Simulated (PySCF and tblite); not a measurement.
Results of a calculation; reference values are marked as such.
System: C₄H₉FGe, numbered as in [F:1][C@@H:2]1[CH2:3][CH2:4][GeH2:5][CH2:6]1.

The path came from a restrained scan, a climbing-image band and a saddle search at GFN2-xTB; energies are PBE0/pcSseg-1 + D3(BJ), IEF-PCM chloroform//GFN2-xTB, thermal terms GFN2-xTB. Rate constants are transition-state-theory values, counting equivalent paths, without tunnelling. Run with tblite and PySCF.

Spin–orbit effects of heavy atoms on shieldings are missing.

(1) Estimate the barrier and the room-temperature rate of the inversion of the 5-membered ring (2–3–4–5–6).

Results:

(1) The electronic barrier is 5.1 kcal/mol and ΔG‡(298 K) 5.3 kcal/mol, over a C1 saddle (twist) with an imaginary mode of 71i cm⁻¹ (GFN2-xTB). With 1 equivalent path, k is 8.1×10⁸ s⁻¹, a mean lifetime of the start of 1.2 ns against this motion. The end lies 0.4 kcal/mol above the start in free energy.
